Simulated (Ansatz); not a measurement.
# A relaxation, step by step

SiNH₇SO, closed shell, PBE0-D4/def2-TZVP (Ansatz 0.2.0). Settings:

```yaml
hamiltonian: {xc: pbe0, dispersion: d4}
relax: {f_tol: 0.005, max_steps: 200}
```

Start, a step off a saddle point along its unstable mode:

Si1  (-1.068, 0.410, -0.410)
N2  (-0.121, -1.151, -0.274)
H3  (-2.095, 0.219, -1.435)
H4  (-1.587, 0.564, 0.975)
O5  (-0.001, 1.541, -0.899)
H6  (0.566, -0.787, 0.621)
S7  (1.391, 0.388, 1.765)
H8  (0.460, -1.342, -1.087)
H9  (-0.684, -1.984, -0.080)
H10  (0.653, 1.692, -0.171)
H11  (2.485, 0.450, 0.995)
(Å)

```tsv
step	energy less the last (meV)	largest force component (eV/Å)
1	664.8	0.657
2	625.0	0.716
3	595.4	0.347
4	570.7	0.392
5	478.0	0.535
6	318.6	1.110
7	246.9	1.615
8	95.7	0.803
9	88.8	1.041
10	33.7	0.484
11 (rejected trial)	207.4	1.359
12	14.9	0.307
13	5.3	0.198
14	3.5	0.119
15	0.7	0.050
16	0.4	0.040
17	0.1	0.031
18	0.0	0.008
19	0.0	0.005
20	0.0	0.006
21	0.0	0.005
22	0.0	0.002
```

Step 3, positions (Å) and forces (eV/Å):

```json
{"atom": "Si1", "x": "-1.100", "y": "0.413", "z": "-0.419", "Fx": "0.104", "Fy": "-0.004", "Fz": "-0.047"}
{"atom": "N2", "x": "-0.113", "y": "-1.118", "z": "-0.259", "Fx": "-0.337", "Fy": "-0.020", "Fz": "-0.299"}
{"atom": "H3", "x": "-2.109", "y": "0.213", "z": "-1.478", "Fx": "0.006", "Fy": "-0.014", "Fz": "-0.043"}
{"atom": "H4", "x": "-1.722", "y": "0.546", "z": "0.915", "Fx": "-0.010", "Fy": "-0.026", "Fz": "-0.021"}
{"atom": "O5", "x": "-0.075", "y": "1.583", "z": "-0.880", "Fx": "-0.017", "Fy": "-0.123", "Fz": "0.175"}
{"atom": "H6", "x": "0.617", "y": "-0.722", "z": "0.606", "Fx": "0.266", "Fy": "0.199", "Fz": "0.345"}
{"atom": "S7", "x": "1.439", "y": "0.409", "z": "1.698", "Fx": "0.292", "Fy": "-0.133", "Fz": "-0.294"}
{"atom": "H8", "x": "0.448", "y": "-1.319", "z": "-1.082", "Fx": "-0.009", "Fy": "0.008", "Fz": "0.002"}
{"atom": "H9", "x": "-0.626", "y": "-1.958", "z": "-0.003", "Fx": "0.064", "Fy": "0.070", "Fz": "0.067"}
{"atom": "H10", "x": "0.603", "y": "1.682", "z": "-0.173", "Fx": "-0.012", "Fy": "0.004", "Fz": "-0.043"}
{"atom": "H11", "x": "2.638", "y": "0.273", "z": "1.075", "Fx": "-0.347", "Fy": "0.039", "Fz": "0.157"}
```

Step 5, positions (Å) and forces (eV/Å):

| atom | x | y | z | Fx | Fy | Fz |
| --- | --- | --- | --- | --- | --- | --- |
| Si1 | -1.156 | 0.409 | -0.480 | -0.170 | -0.514 | -0.144 |
| N2 | -0.145 | -1.068 | -0.232 | -0.425 | -0.188 | -0.379 |
| H3 | -2.052 | 0.231 | -1.661 | 0.172 | 0.114 | 0.180 |
| H4 | -1.931 | 0.451 | 0.784 | -0.015 | 0.112 | -0.038 |
| O5 | -0.106 | 1.612 | -0.750 | 0.240 | -0.125 | 0.458 |
| H6 | 0.725 | -0.561 | 0.652 | 0.436 | 0.330 | 0.535 |
| S7 | 1.598 | 0.376 | 1.651 | -0.359 | -0.175 | -0.110 |
| H8 | 0.370 | -1.337 | -1.069 | -0.069 | -0.080 | 0.196 |
| H9 | -0.595 | -1.892 | 0.175 | 0.147 | 0.345 | -0.215 |
| H10 | 0.574 | 1.582 | -0.021 | -0.184 | 0.189 | -0.342 |
| H11 | 2.717 | 0.198 | 0.951 | 0.227 | -0.008 | -0.140 |

Step 12, positions (Å) and forces (eV/Å):

| atom | x | y | z | Fx | Fy | Fz |
| --- | --- | --- | --- | --- | --- | --- |
| Si1 | -1.240 | 0.326 | -0.575 | -0.296 | -0.084 | -0.062 |
| N2 | -0.375 | -1.152 | -0.356 | 0.159 | 0.116 | -0.039 |
| H3 | -1.994 | 0.392 | -1.857 | 0.060 | 0.020 | 0.099 |
| H4 | -2.173 | 0.373 | 0.589 | 0.057 | 0.005 | -0.061 |
| O5 | -0.223 | 1.605 | -0.645 | 0.307 | -0.041 | 0.287 |
| H6 | 1.199 | -0.426 | 1.022 | -0.087 | -0.138 | -0.085 |
| S7 | 1.998 | 0.347 | 1.787 | 0.089 | 0.146 | 0.034 |
| H8 | 0.155 | -1.542 | -1.117 | 0.056 | -0.023 | -0.098 |
| H9 | -0.765 | -1.889 | 0.205 | -0.154 | -0.077 | 0.118 |
| H10 | 0.435 | 1.631 | 0.070 | -0.169 | 0.074 | -0.212 |
| H11 | 2.984 | 0.333 | 0.876 | -0.021 | 0.004 | 0.018 |

Last step (22):

```xyz
11
angstrom
Si -1.2185 0.3177 -0.5681
N -0.3856 -1.1843 -0.3428
H -1.9344 0.4293 -1.8623
H -2.1773 0.3674 0.5685
O -0.1642 1.5681 -0.5895
H 1.2283 -0.4687 1.0655
S 1.9874 0.4251 1.7449
H 0.1384 -1.5787 -1.1102
H -0.8699 -1.9150 0.1570
H 0.4638 1.6036 0.1450
H 2.9320 0.4356 0.7918
```

The run took about 53 s on 4 CPU threads of an Arm Neoverse V2 (shared host).
